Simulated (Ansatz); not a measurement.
A nudged elastic band was laid between two geometries of GeH2S (4 atoms, charge 0, multiplicity 1).

Level of theory: Ansatz 0.2.0, RKS B3LYP-D4/def2-SVP.

| Property | Result |
| --- | --- |
| movable images | 7 |
| climbing image | yes |
| spring | 5.0 eV/Å² |
| optimiser | quadratic models (default) |
| start path | through a guess of the saddle point |
| force threshold | 0.05 eV/Å |
| iteration limit | 60 |
| end points | relaxed |

First end point:

```xyz
4
Properties=species:S:1:pos:R:3
S -0.445 -1.218 0.273
Ge -0.849 0.751 -0.750
H 0.784 -0.974 0.786
H 0.566 1.381 -0.330
```

Last end point:

```xyz
4
Properties=species:S:1:pos:R:3
S -1.564 -1.147 -0.315
Ge 0.072 0.027 0.006
H 1.315 -0.409 0.817
H 0.232 1.469 -0.529
```

Q: What changes between the two ends?

A: Bonds broken: S1–H3. Bonds formed: Ge2–H3.

Q: What energy profile does the band end with?

A: The run converged. The highest image is number 6 of 0 to 8, 219.9 kJ/mol above the first end and 190.9 kJ/mol above the last; the last end lies 28.9 kJ/mol above the first. The profile has 2 maxima (images 2, 6) with wells between them (image 4): this band takes more than one step, which may be the mechanism or a detour left from its start path. Neighbouring images differ by up to 1.2 eV, so the band resolves the path poorly. A vibrational analysis at the climbing image gives one clearly imaginary mode, 1250i cm⁻¹: a first-order saddle point. The orbitals stay closed-shell, which can raise the energy where a bond breaks towards radicals; this wasn't checked here.

```
image  path coordinate (Å)  energy (kJ/mol)  S1–H3 (Å)  Ge2–H3 (Å)
    0                 0.00              0.0       1.35        2.83
    1                 0.48             20.9       1.35        2.87
    2                 0.95             61.0       1.36        2.76
    3                 1.43             50.4       1.35        2.67
    4                 1.90             31.9       1.35        2.29
    5                 2.38            104.3       1.47        1.93
    6                 2.86            219.9       1.99        1.61
    7                 3.46            103.8       2.62        1.52
    8                 4.06             28.9       3.18        1.55
```

Q: What is the geometry of the highest image?

A: 
```xyz
4
Properties=species:S:1:pos:R:3:forces:R:3
S -1.124 -1.080 0.330 0.00 0.00 0.00
Ge 0.383 0.209 -0.545 0.01 -0.02 0.01
H 0.846 -0.902 0.530 0.00 0.00 -0.01
H -0.049 1.713 -0.335 0.00 0.01 0.00
```

Run time: 110 s on 1 thread of Intel(R) Xeon(R) 6975P-C (Granite Rapids) (shared host), peak memory 0.13 GiB.
